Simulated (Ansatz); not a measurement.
TiAl₆⁺, 7 atoms. Hardware: 4 threads of Arm Neoverse V2 on a shared host.

Correlated methods freeze 35 core orbitals; core or outer-core shells of Ti are correlated, in sets that lack core-valence functions.

Q: How many basis functions does each of these Ansatz runs have, and roughly what does it cost? PBE0-D4/def2-SVP, charge 1 doublet, energy, from earlier orbitals; PBE-D4/def2-SVP, charge 1 doublet, energy, from earlier orbitals; CCSD(T)/def2-SVP, charge 1 doublet, energy, from earlier orbitals; HF/STO-3G, charge 1 doublet, energy; PBE0-D4/def2-SVP, charge 1 doublet, energy with a search over starts; B97M-V/def2-TZVP, charge 1 doublet, energy, from earlier orbitals; r2SCANh-D4/def2-TZVP, charge 1 doublet, energy, from earlier orbitals; MP2/def2-TZVP, charge 1 doublet, energy, from earlier orbitals; r2SCAN-D4/def2-TZVP, charge 1 doublet, energy, from earlier orbitals; PBE0-D4/def2-TZVP, charge 1 doublet, energy, from earlier orbitals; r2SCAN-D4/def2-SVP, charge 1 doublet, relaxation, 28 steps; PBE-D4/def2-TZVP, charge 1 doublet, energy and forces, from earlier orbitals.

A: Other jobs shared the machine, so times can vary by a factor of up to 3. A dash marks memory too small to be measured apart from the calling script's.

```json
{"run": "HF/STO-3G, charge 1 doublet, energy", "functions": "72", "fitting or Cholesky vectors": "797", "wall time": "1.8 s", "peak host memory (GiB)": "–"}
{"run": "PBE-D4/def2-SVP, charge 1 doublet, energy, from earlier orbitals", "functions": "139", "fitting or Cholesky vectors": "1538", "wall time": "6.5 s", "peak host memory (GiB)": "–"}
{"run": "PBE0-D4/def2-SVP, charge 1 doublet, energy, from earlier orbitals", "functions": "139", "fitting or Cholesky vectors": "1298", "wall time": "11 s", "peak host memory (GiB)": "0.67"}
{"run": "PBE-D4/def2-TZVP, charge 1 doublet, energy and forces, from earlier orbitals", "functions": "267", "fitting or Cholesky vectors": "1967", "wall time": "16 s", "peak host memory (GiB)": "0.67"}
{"run": "MP2/def2-TZVP, charge 1 doublet, energy, from earlier orbitals", "functions": "267", "fitting or Cholesky vectors": "1778", "wall time": "22 s", "peak host memory (GiB)": "1.2"}
{"run": "CCSD(T)/def2-SVP, charge 1 doublet, energy, from earlier orbitals", "functions": "139", "fitting or Cholesky vectors": "1298", "wall time": "38 s", "peak host memory (GiB)": "1.4"}
{"run": "B97M-V/def2-TZVP, charge 1 doublet, energy, from earlier orbitals", "functions": "267", "fitting or Cholesky vectors": "1967", "wall time": "63 s", "peak host memory (GiB)": "1.1"}
{"run": "r2SCAN-D4/def2-TZVP, charge 1 doublet, energy, from earlier orbitals", "functions": "267", "fitting or Cholesky vectors": "1967", "wall time": "73 s", "peak host memory (GiB)": "1.4"}
{"run": "PBE0-D4/def2-TZVP, charge 1 doublet, energy, from earlier orbitals", "functions": "267", "fitting or Cholesky vectors": "2140", "wall time": "95 s", "peak host memory (GiB)": "1.6"}
{"run": "r2SCANh-D4/def2-TZVP, charge 1 doublet, energy, from earlier orbitals", "functions": "267", "fitting or Cholesky vectors": "2002", "wall time": "2.3 min", "peak host memory (GiB)": "1.6"}
{"run": "PBE0-D4/def2-SVP, charge 1 doublet, energy with a search over starts", "functions": "139", "fitting or Cholesky vectors": "1298", "wall time": "2.4 min", "peak host memory (GiB)": "0.84"}
{"run": "r2SCAN-D4/def2-SVP, charge 1 doublet, relaxation, 28 steps", "functions": "139", "fitting or Cholesky vectors": "1538", "wall time": "5.5 min", "peak host memory (GiB)": "–"}
```
